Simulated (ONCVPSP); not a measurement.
Zn ONCV: all-electron and pseudo phase curves

- Element: zinc (Zn)
- Generator: ONCVPSP 4.0.1
- Type: optimised norm-conserving Vanderbilt (ONCV)
- Functional: PBEsol
- Relativity: scalar-relativistic
- Frozen core: [Ne]
- Valence charge: 20
- Reference configuration: 3s2 3p6 3d10 4s2
- Partial waves: 3s+4s: rc 1.35 bohr, ncon 4, nbas 8, qcut 9.9 1/bohr, 2 projectors; 3p: rc 1.10 bohr, ncon 4, nbas 8, qcut 11 1/bohr, 2 projectors, debl 3.6 Ha; 3d: rc 1.25 bohr, ncon 3, nbas 7, qcut 15 1/bohr, 3 projectors, debl 1.7 Ha
- Local potential: polynomial inside 0.85 bohr (lpopt 1, dvloc0 3 Ha)
- Core correction: Teter function, fcfact 5.25, rcfact 1.5

The phase is arctan(r·R′/R) of the radial function R(r), unwrapped; energies in Ha, scanned from -6 to 5 Ha. A pole is an energy at which the radial function vanishes at the test radius. The pseudo phase is shifted by a multiple of π to meet the all-electron one at the reference energy, and phase errors are pseudo minus all-electron; the curves can meet again beyond the range given. Levels narrower than the energy grid can be missing from the lists of poles.

For each channel, where are the poles, and over which energies does the pseudopotential scatter like the atom?

| channel | radius (bohr) | reference energy (Ha) | poles, all-electron | poles, pseudo | unbroken range about the reference energy with phases within 0.05 rad | phase error 1 Ha above the reference energy (rad) |
| --- | --- | --- | --- | --- | --- | --- |
| s | 1.37 | -0.22 | -4.49 | -4.49 | the whole range | +0.000 |
| p | 1.12 | -3.06 | -1.93 | -1.93 | the whole range | +0.000 |
| d | 1.27 | -0.37 | 0.43 | 0.43 | the whole range | -0.000 |

Phases in the d channel:

```
E (Ha)  all-electron  pseudo
 -5.96         1.278   1.278
 -5.40         1.258   1.258
 -4.84         1.233   1.233
 -4.28         1.202   1.202
 -3.72         1.160   1.160
 -3.16         1.102   1.102
 -2.60         1.012   1.012
 -2.04         0.852   0.852
 -1.48         0.491   0.491
 -0.92        -0.379  -0.379
 -0.36        -1.164  -1.164
  0.20        -1.490  -1.490
  0.76        -1.662  -1.662
  1.32        -1.792  -1.792
  1.88        -1.922  -1.922
  2.44        -2.087  -2.087
  3.00        -2.340  -2.340
  3.56        -2.772  -2.772
  4.12        -3.374  -3.374
  4.68        -3.863  -3.863
```
